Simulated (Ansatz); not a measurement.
Compare A (`CN[SiH](N)[SiH3]`) with its isomer B (`N[SiH2]C[SiH2]N`).

Program: Ansatz. Geometries: PBE0-D4/def2-TZVP. ΔE: electronic, gas phase. CCSD(T)/CBS is the MP2 limit (def2-TZVPP, def2-QZVPP) plus CCSD(T) − MP2 in def2-TZVPP, frozen cores. Functionals use def2-TZVPP. Each species was taken in one conformer, which may not be the lowest.

Q: Which is lower in electronic energy at CCSD(T)/CBS, and by how much? (An estimate is asked.)

A: Ansatz gave: B, by 21.2 kcal/mol.

Q: Give E(B) − E(A) in kcal/mol with r2SCAN-D4, PBE0-D4, HF/def2-TZVPP, B2PLYP, PBE-D4, CCSD/def2-TZVPP, ωB97M-V. (Estimate.)

A: Ansatz gave: r2SCAN-D4 -20.2, PBE0-D4 -18.5, HF/def2-TZVPP -19.6, B2PLYP -20.0, PBE-D4 -17.0, CCSD/def2-TZVPP -20.7, ωB97M-V -22.5. None reverses the order clearly.

Largest T1 diagnostic: 0.011.

In def2-TZVPP, CCSD(T) changes the Hartree–Fock value by −1.2 kcal/mol (the triples alone add −0.1 kcal/mol) and MP2 by −4.0 kcal/mol. The D4 term adds −1.3 kcal/mol with B3LYP and −0.7 kcal/mol with PBE0; it sums over pairs of atoms, weighted by their polarisabilities, and B3LYP, whose exchange is more repulsive, gets the larger term.

B3LYP here is the variant with VWN-RPA as its local correlation; programs differ in this.
